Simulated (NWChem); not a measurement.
Molecule: CHCl, singlet; SMILES [CH]Cl

```xyz
3

C      0.1165     1.2094     0.0000
Cl     0.0155    -0.5148     0.0000
H     -0.9634     1.4952     0.0000
```
Atoms are numbered in this order, from 1.

Results from NWChem. Low-valent species are run as closed-shell singlets; no triplet was tried in these runs. The geometry was optimised at B3LYP/6-31G* (spherical d). Ions are spin-unrestricted doublets at the neutral geometry; other ion states weren't tried. Functional: LC-ωPBE (HJS hole) with def2-SVP; rows give the range parameter ω in 1/bohr.

```csv
range parameter (1/bohr),"vertical ionisation energy, ΔSCF (eV)",−ε(HOMO) (eV),ΔSCF minus −ε(HOMO) (eV)
0.10,…,…,…
0.25,9.83,8.74,1.09
0.50,10.19,10.40,-0.21
0.60,10.27,10.75,-0.48
0.80,10.34,11.17,-0.83
```

Q: What belongs in the gaps?

A: 
- 0.10, vertical ionisation energy, ΔSCF (eV): 9.63
- 0.10, −ε(HOMO) (eV): 6.95
- 0.10, ΔSCF minus −ε(HOMO) (eV): 2.68
